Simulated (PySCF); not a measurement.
cyclopropane (C3H6), singlet, geometry from GFN2-xTB; PySCF with DF-R2SCAN/def2-TZVPP.

The PySCF input:
```python
from pyscf import gto, scf, dft

mol = gto.Mole()
mol.atom = '''
    C    -0.001647    0.863879    0.014277
    C     0.749028   -0.430640    0.000480
    C    -0.747382   -0.433240   -0.014757
    H    -0.011940    1.440071    0.926921
    H     0.006394    1.469948   -0.878830
    H     1.270736   -0.710376   -0.902067
    H     1.252402   -0.740253    0.903684
    H    -1.267963   -0.744633    0.878021
    H    -1.249629   -0.714756   -0.927730
'''
mol.basis = 'def2-tzvpp'
mol.charge = 0
mol.spin = 0
mol.verbose = 4
mol.build()

mf = dft.RKS(mol)
mf.xc = 'r2scan'
mf = mf.density_fit(auxbasis='def2-universal-jkfit')
mf.kernel()
mf.analyze()
```

Output, abridged:

```
PySCF version 2.14.0

[INPUT] verbose = 4
[INPUT] num. atoms = 9
[INPUT] num. electrons = 24
[INPUT] charge = 0
[INPUT] spin (= nelec alpha-beta = 2S) = 0
[INPUT] symmetry False subgroup None
[INPUT] Mole.unit = angstrom
[INPUT] Symbol           X                Y                Z      unit          X                Y                Z       unit  Magmom
[INPUT]  1 C     -0.001647000000   0.863879000000   0.014277000000 AA   -0.003112378927   1.632494714763   0.026979619880 Bohr   0.0
[INPUT]  2 C      0.749028000000  -0.430640000000   0.000480000000 AA    1.415457779631  -0.813791658283   0.000907068540 Bohr   0.0
[INPUT]  3 C     -0.747382000000  -0.433240000000  -0.014757000000 AA   -1.412347290430  -0.818704946207  -0.027886688420 Bohr   0.0
[INPUT]  4 H     -0.011940000000   1.440071000000   0.926921000000 AA   -0.022563329927   2.721339789929   1.751626829108 Bohr   0.0
[INPUT]  5 H      0.006394000000   1.469948000000  -0.878830000000 AA    0.012082908840   2.777799137352  -1.660748010052 Bohr   0.0
[INPUT]  6 H      1.270736000000  -0.710376000000  -0.902067000000 AA    2.401343016625  -1.342416085464  -1.704659576008 Bohr   0.0
[INPUT]  7 H      1.252402000000  -0.740253000000   0.903684000000 AA    2.366696777858  -1.398875432888   1.707715263151 Bohr   0.0
[INPUT]  8 H     -1.267963000000  -0.744633000000   0.878021000000 AA   -2.396102806082  -1.407152433313   1.659219221617 Bohr   0.0
[INPUT]  9 H     -1.249629000000  -0.714756000000  -0.927730000000 AA   -2.361456567314  -1.350693085890  -1.753155617543 Bohr   0.0

nuclear repulsion = 76.1501070915417
number of shells = 69
number of NR pGTOs = 234
number of NR cGTOs = 177
basis = def2-tzvpp
ecp = {}

******** <class 'pyscf.df.df_jk.DFRKS'> ********
method = DFRKS
initial guess = minao
damping factor = 0
level_shift factor = 0
DIIS = <class 'pyscf.scf.diis.CDIIS'>
diis_start_cycle = 1
diis_space = 8
diis_damp = 0
SCF conv_tol = 1e-09
SCF conv_tol_grad = None
SCF max_cycles = 50
direct_scf = False
XC library pyscf.dft.libxc version 7.1.2
    S. Lehtola, C. Steigemann, M. J. T. Oliveira, and M. A. L. Marques,  SoftwareX 7, 1–5 (2018)
XC functionals = r2scan
    J. W. Furness, A. D. Kaplan, J. Ning, J. P. Perdew, and J. Sun,  J. Phys. Chem. Lett. 11, 8208–8215 (2020)
    J. W. Furness, A. D. Kaplan, J. Ning, J. P. Perdew, and J. Sun,  J. Phys. Chem. Lett. 11, 9248–9248 (2020)
    J. W. Furness, A. D. Kaplan, J. Ning, J. P. Perdew, and J. Sun,  J. Phys. Chem. Lett. 11, 8208–8215 (2020)
    J. W. Furness, A. D. Kaplan, J. Ning, J. P. Perdew, and J. Sun,  J. Phys. Chem. Lett. 11, 9248–9248 (2020)
radial grids:
    Treutler-Ahlrichs [JCP 102, 346 (1995); DOI:10.1063/1.469408] (M4) radial grids

becke partition: Becke, JCP 88, 2547 (1988); DOI:10.1063/1.454033
pruning grids: <function nwchem_prune>
grids dens level: 3
symmetrized grids: False
atomic radii adjust function: <function treutler_atomic_radii_adjust>
small_rho_cutoff = 0
Set gradient conv threshold to 3.16228e-05
Initial guess from minao.
tot grids = 101208
init E= -118.003188078092
  HOMO = -0.366414066311979  LUMO = 0.018821896815903  gap/eV = 10.48280
cycle= 1 E= -117.817870052263  delta_E= 0.185  |g|= 0.398  |ddm|= 2.06
  HOMO = -0.180617598177764  LUMO = 0.097660044173351  gap/eV = 7.57232
cycle= 2 E= -117.778540811612  delta_E= 0.0393  |g|= 0.567  |ddm|= 0.626
  HOMO = -0.267616696470927  LUMO = 0.0671181945017818  gap/eV = 9.10860
cycle= 3 E= -117.861776497865  delta_E= -0.0832  |g|= 0.0282  |ddm|= 0.351
  HOMO = -0.268684885562303  LUMO = 0.0651044398209095  gap/eV = 9.08287
cycle= 4 E= -117.861943351408  delta_E= -0.000167  |g|= 0.00496  |ddm|= 0.0343
  HOMO = -0.26904971448487  LUMO = 0.0645911701614978  gap/eV = 9.07883
cycle= 5 E= -117.86194876765  delta_E= -5.42e-06  |g|= 0.000401  |ddm|= 0.00577
  HOMO = -0.269177909871834  LUMO = 0.0644899285324418  gap/eV = 9.07956
cycle= 6 E= -117.861948808981  delta_E= -4.13e-08  |g|= 1.64e-05  |ddm|= 0.000847
  HOMO = -0.269181159343208  LUMO = 0.0644841110533807  gap/eV = 9.07949
cycle= 7 E= -117.861948809056  delta_E= -7.51e-11  |g|= 4.49e-06  |ddm|= 0.000103
  HOMO = -0.269180463168114  LUMO = 0.064484222933698  gap/eV = 9.07948
Extra cycle  E= -117.861948809051  delta_E= 5.06e-12  |g|= 6.31e-06  |ddm|= 1.48e-05
converged SCF energy = -117.861948809051
**** SCF Summaries ****
Total Energy =                        -117.861948809051370
Nuclear Repulsion Energy =              76.150107091541742
One-electron Energy =                 -307.648225407638563
Two-electron Energy =                  113.636169507045437
Two-electron Coulomb Energy =          132.118590703413304
DFT Exchange-Correlation Energy =      -18.482421196367863
HOMO-LUMO gap [eV] =                     9.079478574758546
**** MO energy ****
MO #1   energy= -10.0314984496571  occ= 2
MO #2   energy= -10.0312300770306  occ= 2
MO #3   energy= -10.0312265876069  occ= 2
MO #4   energy= -0.820228922766063 occ= 2
MO #5   energy= -0.565194998775251 occ= 2
MO #6   energy= -0.565190873056269 occ= 2
MO #7   energy= -0.462222848893905 occ= 2
MO #8   energy= -0.438136927452437 occ= 2
MO #9   energy= -0.329162999146946 occ= 2
MO #10  energy= -0.329157094262225 occ= 2
MO #11  energy= -0.269181331890855 occ= 2
MO #12  energy= -0.269180463168114 occ= 2
MO #13  energy= 0.064484222933698  occ= 0
MO #14  energy= 0.0743244531940892 occ= 0
MO #15  energy= 0.0974152539635167 occ= 0
MO #16  energy= 0.097416339305268  occ= 0
MO #17  energy= 0.115206648714896  occ= 0
MO #18  energy= 0.181460984619978  occ= 0
MO #19  energy= 0.190811431919977  occ= 0
MO #20  energy= 0.190812093684889  occ= 0
 ** Mulliken pop on meta-lowdin orthogonal AOs  **
 ** Mulliken pop  **
 ** Mulliken atomic charges  **
charge of    0C =     -0.24138
charge of    1C =     -0.24140
charge of    2C =     -0.24140
charge of    3H =      0.12070
charge of    4H =      0.12070
charge of    5H =      0.12070
charge of    6H =      0.12070
charge of    7H =      0.12070
charge of    8H =      0.12070
Dipole moment(X, Y, Z, Debye):  0.00000, -0.00004, -0.00006
```
